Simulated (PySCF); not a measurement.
Write Cartesian coordinates for `[Cl][Ga]([Cl])([Cl])<-[AsH3]` (Ga(AsH3)Cl3) as optimised with PBE0-D3(BJ)/def2-SVP.

```
atom  x, y, z in Å
Ga1    0.039   -0.002   -1.434
As2    0.016   -0.016    1.145
H3     0.707    1.105    1.876
H4     0.623   -1.195    1.860
H5    -1.326    0.028    1.828
Cl6    2.165   -0.006   -1.797
Cl7   -1.041    1.831   -1.776
Cl8   -1.044   -1.832   -1.786
```

Orientation and origin are arbitrary. Atoms count from 1 in this order. Ga1 (gallium bonded to As and 3 Cl) is distorted tetrahedral (angles from 98.9° to 117.9°). As2 (arsenic bonded to Ga and 3 H) is distorted tetrahedral (angles from 99.6° to 118.5°). All 3 Cl–Ga bonds measure 2.155 to 2.157 Å.

Bonds between heavy atoms (Å): Ga1–As2 2.579, Ga1–Cl6 2.157, Ga1–Cl7 2.155, Ga1–Cl8 2.155.

Method: PySCF 2.14.0, PBE0-D3(BJ)/def2-SVP geometry optimisation, gas phase.

No PBE0-D3(BJ)/def2-SVP frequencies stand behind this structure, so it isn't proved a minimum.

Time: 2.0 min wall; peak memory 0.57 GiB. Hardware: one thread of an Arm Neoverse V1, shared host with 32 logical CPUs at a one-minute load of 28. This is the geometry optimisation.
